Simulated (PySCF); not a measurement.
## Selenium: a sound run and one with changed settings

Sound run: Se⁺ [Ar] 3d10 4s2 4p3, Se²⁺ [Ar] 3d10 4s2 4p2. All numbers are calculated (PySCF 2.14, the spin-free X2C one-electron Hamiltonian (Gaussian nucleus), in cc-pVDZ-DK (5s4p2d, 27 functions)). The sound run starts from symmetry-adapted Hartree-Fock orbitals and uses a fine grid where one is needed.

A second run was set up differently.

| species | method | sound run (hartree) | changed run (hartree) | converged |
| --- | --- | --- | --- | --- |
| Se⁺ | UHF | -2427.64684 | -2427.64684 | yes |
| Se⁺ | PBE | -2429.02418 | -2429.09466 | yes |
| Se⁺ | BP86 | -2429.67100 | -2429.73828 | yes |
| Se²⁺ | UHF | -2426.88035 | -2426.88035 | yes |
| Se²⁺ | PBE | -2428.23999 | -2428.30998 | yes |
| Se²⁺ | BP86 | -2428.88409 | -2428.95118 | yes |

Ionisation energy of Se⁺:

| method | sound run (eV) | changed run (eV) |
| --- | --- | --- |
| UHF | 20.857 | 20.857 |
| PBE | 21.339 | 21.352 |
| BP86 | 21.413 | 21.418 |

**Question.** What was changed?
A. too few SCF iterations
B. radial grid too coarse
C. basis contracted for another Hamiltonian
D. minimal basis

**Answer.** B. It used radial step 0.5 in ln r (0.13 in the sound run). A coarse radial grid mis-integrates the density and the exchange-correlation energy, with errors of either sign; Hartree-Fock needs no grid.
